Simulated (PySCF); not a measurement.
## Electron correlation in Ge¹⁹⁺ (germanium, charge +19)

[Ne] 3s2 3p1, 2P determinant. Calculation: PySCF 2.14, in an uncontracted even-tempered set (18 s from 1.5 bohr⁻², ratio 2.5; 12 p from 2 bohr⁻², ratio 2.5; 5 d from 9.5 bohr⁻², ratio 2.7; 4 f from 14 bohr⁻², ratio 2.7); scalar relativity by spin-free X2C-1e. Frozen: 1s2; 11 electrons correlated; the 21 highest virtual orbitals of each spin left out.

```tsv
level	correlation energy (mhartree)
CCSD	-461.78
(T)	-2.08
CCSD(T)	-463.86
```

Diagnostics: T1 = 0.0018, D1 = 0.0078, largest double amplitude 0.080.

Spin-orbit coupling, absent here, splits the open shell strongly.

Cost of the coupled-cluster step: about 50 core-seconds, for 11 correlated electrons.

At this charge the one-electron X2C treatment keeps the bare 1/r₁₂, with no two-electron picture change or Breit term. The effect here is smaller than on the frozen 1s shell; and a scalar Hamiltonian misses the large spin-orbit splitting of the p shells, which matters for ns² → np² pairs.
